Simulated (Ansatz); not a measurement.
Two structures, one formula

Two relaxed structures of B$_{2}$SiH$_{5}$S (charge +1), singlet (PBE0-D4/def2-TZVP; forces vanish, vibrations not checked).

A:

```
9
angstrom
B -0.4028 1.6162 -1.0061
B 0.1510 0.3501 -0.1537
Si 0.7975 -1.4827 0.0987
S -0.0330 -0.0940 1.7087
H 0.3023 2.5630 -1.1936
H -1.5036 1.6181 -1.4709
H 2.1684 -1.7287 0.5790
H -0.1023 -2.6133 -0.1904
H -1.3775 -0.2286 1.6282
```

B:

| atom | x (Å) | y (Å) | z (Å) |
| --- | --- | --- | --- |
| B1 | -0.1969 | -0.4882 | 1.1298 |
| B2 | -0.1144 | 0.2393 | -0.2877 |
| Si3 | 0.4462 | -1.4466 | -0.4961 |
| S4 | -0.6906 | 1.8070 | -1.0359 |
| H5 | -0.3938 | 2.7043 | -0.0686 |
| H6 | 0.3481 | 2.1548 | -1.8277 |
| H7 | 0.9989 | -2.7628 | -0.8731 |
| H8 | 0.2509 | -1.7187 | 1.1160 |
| H9 | -0.5011 | -0.3382 | 2.2654 |

Ansatz 0.2.0; basis: def2-TZVPP; cores frozen in the correlated methods. B3LYP uses VWN-RPA correlation.

(1) Which structure is lower at CCSD(T), and by how much? (An estimate is asked for; the value comes from the calculation.)

No T1 diagnostic of these runs exceeds 0.016.

Results:

(1) The calculation gives: A, by 26.7 kJ/mol (electronic energy, against the other). By their contacts, A is B₂SiH₅S ([BH2][B]1[SiH2][SH]1), total charge +1 and B is B₂SiH₅S ([SH2][B]1[BH]2[H][SiH]12), total charge +1.

All methods give the same order:

| method | E(B) − E(A) (kJ/mol) |
| --- | --- |
| PBE-D4 | 8.3 |
| r2SCAN-D4 | 18.4 |
| PBE0-D4 | 16.9 |
| B3LYP-D4 | 40.8 |
| wB97M-V | 31.2 |
| HF | 104.4 |
| MP2 | 11.2 |
| CCSD | 39.9 |
| CCSD(T) | 26.7 |

Labels in which every atom is bracketed show which atoms are joined, not bond orders.

For scale, one of the runs: CCSD(T)/def2-TZVPP, 216 basis functions, launched by `ansatz run in.yaml --threads 2 --pin off --events-out ev --progress --plain --max-ram 4352MiB`. Time: 52 s of wall clock on 2 CPU threads of an Intel Xeon Platinum 8259CL; the host was shared. Peak host memory: 2.9 GiB.
